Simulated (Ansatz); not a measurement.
`C[Si](C)(C)C#CC#Cc1ccc(C#Cc2ccc(C#Cc3ccc(C#Cc4ccc(C#Cc5ccc(C#Cc6ccc(C#C[Si](C)(C)C)cc6)cc5)cc4)cc3)cc2)cc1`, 102 atoms. Hardware: 11 threads of AMD EPYC 7R13 on a shared host and a whole NVIDIA H100 80GB HBM3.

Single mean-field runs in def2-SVP, def2-TZVP are fitted with def2-universal-jkfit.

Problem. How many basis functions does each of these Ansatz runs have, and roughly what does it cost? PBE0-D4/def2-TZVP, charge 0 triplet at the geometry of the charge 0 singlet, energy; PBE0-D4/def2-TZVP, charge 1 doublet at the geometry of the charge 0 singlet, energy; PBE-D4/def2-TZVP, charge 0 singlet, energy, from earlier orbitals; PBE0-D4/def2-SVP, charge 0 singlet, energy, from earlier orbitals; PBE0-D4/def2-TZVP, charge -1 doublet at the geometry of the charge 0 singlet, energy; PBE-D4/def2-SVP, charge 0 singlet, relaxation, 30 steps; PBE-D4/def2-SVP, charge 0 singlet, energy, from earlier orbitals; PBE-D4/def2-TZVP, charge 1 doublet at the geometry of the charge 0 singlet, energy, from earlier orbitals; PBE-D4/def2-TZVP, charge 0 triplet at the geometry of the charge 0 singlet, energy, from earlier orbitals; PBE0-D4/def2-TZVP, charge 0 singlet, energy and forces, from earlier orbitals; PBE-D4/def2-TZVP, charge -1 doublet at the geometry of the charge 0 singlet, energy, from earlier orbitals; r2SCAN-D4/def2-TZVP, charge 0 singlet, energy and forces, from earlier orbitals.

Solution. Other jobs shared the machine, so times can vary by a factor of up to 3.

```tsv
run	functions	fitting or Cholesky vectors	wall time	peak host memory (GiB)
PBE-D4/def2-SVP, charge 0 singlet, energy, from earlier orbitals	1058	5362	10 s	1.4
PBE0-D4/def2-SVP, charge 0 singlet, energy, from earlier orbitals	1058	5362	11 s	1.4
PBE-D4/def2-TZVP, charge 0 singlet, energy, from earlier orbitals	2124	5362	14 s	1.9
r2SCAN-D4/def2-TZVP, charge 0 singlet, energy and forces, from earlier orbitals	2124	5362	17 s	2.1
PBE0-D4/def2-TZVP, charge 0 singlet, energy and forces, from earlier orbitals	2124	5362	20 s	4.5
PBE-D4/def2-TZVP, charge -1 doublet at the geometry of the charge 0 singlet, energy, from earlier orbitals	2124	5362	23 s	2.7
PBE-D4/def2-TZVP, charge 1 doublet at the geometry of the charge 0 singlet, energy, from earlier orbitals	2124	5362	24 s	2.7
PBE-D4/def2-TZVP, charge 0 triplet at the geometry of the charge 0 singlet, energy, from earlier orbitals	2124	5362	33 s	4.2
PBE0-D4/def2-TZVP, charge -1 doublet at the geometry of the charge 0 singlet, energy	2124	5362	43 s	3.8
PBE0-D4/def2-TZVP, charge 1 doublet at the geometry of the charge 0 singlet, energy	2124	5362	44 s	3.8
PBE0-D4/def2-TZVP, charge 0 triplet at the geometry of the charge 0 singlet, energy	2124	5362	89 s	4.6
PBE-D4/def2-SVP, charge 0 singlet, relaxation, 30 steps	1058	5362	1.9 min	1.6
```
